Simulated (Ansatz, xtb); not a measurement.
## CH4F2SiSn: which of two isomers lies lower

Structure X: `C[Si](F)(F)[SnH]`, a singlet. Structure Y: `[CH3][Sn][SiH](F)F`, a singlet. Both are isolated molecules in the gas phase, relaxed with PBE0-D3(BJ)/def2-SVP; the shapes shown needn't be the lowest conformers.

X (Å):

```xyz
9

C     0.3111   -0.0400    1.2393
F     2.9021    0.9616    1.6425
F     2.6580   -1.2831    0.3318
Si    2.0063    0.2029    0.5083
Sn    2.2877    1.5200   -1.7899
H    -0.1690    0.9295    1.4439
H     0.3809   -0.5997    2.1857
H    -0.3351   -0.6041    0.5491
H     4.0272    1.2125   -1.6105
```

Y (Å):

```csv
atom,x (Å),y (Å),z (Å)
C,0.0959,-0.0601,1.1742
F,2.3886,1.9085,-0.5187
F,2.6535,-0.6199,-1.1067
Si,3.1025,0.5232,-0.0297
Sn,1.9886,-0.1387,2.3010
H,-0.0202,0.9449,0.7350
H,0.1488,-0.7717,0.3332
H,-0.7721,-0.2936,1.8055
H,4.5683,0.7278,-0.2479
```

Quicker runs give these differences E(Y) − E(X): GFN2-xTB +0.6 kcal/mol; HF/STO-3G +4.9 kcal/mol (at GFN2-xTB geometries); r2SCAN-D4/def2-SVP +9.4 kcal/mol (at GFN2-xTB geometries).

Question: Estimate E(Y) − E(X) at the level CCSD(T)/def2-SVP + ΔMP2/def2-TZVPP.

Answer: Calculated at CCSD(T)/def2-SVP + ΔMP2/def2-TZVPP: E(Y) − E(X) = +5.6 kcal/mol, so structure X lies lower.

Level by level:

| level | geometry | E(Y) − E(X) (kcal/mol) | departure from the last row (kcal/mol) | job, with rough time for the two |
| --- | --- | --- | --- | --- |
| GFN2-xTB | GFN2-xTB | +0.6 | −5.1 | optimisation, 0.14 s |
| HF/STO-3G | GFN2-xTB | +4.9 | −0.7 | single point, 0.82 s |
| r2SCAN-D4/def2-SVP | GFN2-xTB | +9.4 | +3.7 | single point, 2.7 s |
| PBE0-D3(BJ)/def2-SVP | PBE0-D3(BJ)/def2-SVP | +7.6 | +2.0 | optimisation, 33 s |
| HF/def2-SVP | PBE0-D3(BJ)/def2-SVP | +8.8 | +3.1 | part of the CCSD(T) run |
| MP2/def2-SVP | PBE0-D3(BJ)/def2-SVP | +6.3 | +0.6 | part of the CCSD(T) run |
| CCSD(T)/def2-SVP | PBE0-D3(BJ)/def2-SVP | +6.7 | +1.1 | single point |
| CCSD(T)/def2-SVP + ΔMP2/def2-TZVPP | PBE0-D3(BJ)/def2-SVP | +5.6 |  | single point, 28 s |

As drawn, Y has 1 C–Sn, 1 Si–H in place of 1 C–Si, 1 Sn–H.

The levels shown agree on the order. The largest departure from CCSD(T)/def2-SVP + ΔMP2/def2-TZVPP is that of GFN2-xTB, 5.1 kcal/mol. The last row adds to CCSD(T) the change of the MP2 difference between the two basis sets, here −1.1 kcal/mol.

With harmonic frequencies from PBE0-D3(BJ)/def2-SVP (ideal gas, rigid rotor, one conformer each, 298.15 K, 1 atm): on the last row, ΔE + ΔZPE = +6.7 kcal/mol. A mode under 50 cm⁻¹ makes harmonic enthalpies and free energies unreliable, so none is given.

The correlated steps freeze 12 core orbitals; the filled d shell of Sn is correlated, in a basis made for valence electrons. Atoms past krypton carry core potentials in the def2 sets, other sets are all-electron and non-relativistic, and no spin–orbit term is included. Run with Ansatz 0.2.0, xtb 6.7.1; the last row on 2 threads of Intel(R) Xeon(R) 6975P-C (Granite Rapids) on a shared host.
